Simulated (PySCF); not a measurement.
**Exercise with solution: oscillator strength and radiative lifetime**

CHBrClF, SMILES F[C@@H](Cl)Br.

Geometry optimised at PBE0-D3(BJ)/def2-SVP.

TDDFT-PBE/def2-SVPD in PySCF puts the first singlet state with f over 0.02 at 6.15 eV (vertical), with the transition dipole (-0.402, -0.014, -0.032) in atomic units.

**Question.** Find the oscillator strength, the wavelength and the radiative lifetime that this transition would have in vacuum if emission retraced absorption.

**Answer.** 
|μ|² = 0.1628 au, so |μ| = 1.03 D. ΔE = 6.15/27.211 = 0.2260 hartree. f = (2/3) ΔE |μ|² = 0.025 (the program prints 0.024).
λ = 1239.84/6.15 = 202 nm; ν = 49603 cm⁻¹.
Einstein's coefficient A = 0.6670 ν² f s⁻¹ (ν in cm⁻¹) = 4.0e7 s⁻¹, so τ = 1/A = 25 ns. This state is S3; the lower singlets have f = 0.013, 0.000. The figure is the radiative limit of this one transition; relaxation, internal conversion, crossing to triplets and a medium change what is measured.
